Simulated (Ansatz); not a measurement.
Mulliken charges of BrGaH3NO, SMILES `[NH2][Ga]([OH])[Br]` from PBE/def2-TZVPP in Ansatz (PBE0-D4/def2-TZVP geometry).

```tsv
atom	x (Å)	y (Å)	z (Å)	charge (e)
N1	-0.419	1.169	0.310	-0.349
Ga2	-0.165	-0.536	-0.227	0.474
O3	1.326	-1.461	0.052	-0.347
Br4	-1.856	-1.660	-1.242	-0.254
H5	0.337	1.773	0.583	0.144
H6	-1.228	1.685	0.009	0.161
H7	2.007	-0.969	0.515	0.172
```

Question: By hand: the dipole of these point charges (1 e Å = 4.8032 D).

Answer: Σ q r = (0.275, 0.626, 0.256) e Å, of length 0.730 e Å = 3.51 D.

Question: How does the dipole of the full density compare? (An estimate is asked.)

Answer: Computed: (0.251, 0.625, 0.208) e Å, 3.39 D; the point charges give 1.04 times that, at 4° from its direction.

Point charges leave out the atoms' own dipoles, such as those of lone pairs, and Mulliken's split depends on the basis, so the close match here is no proof of good charges.
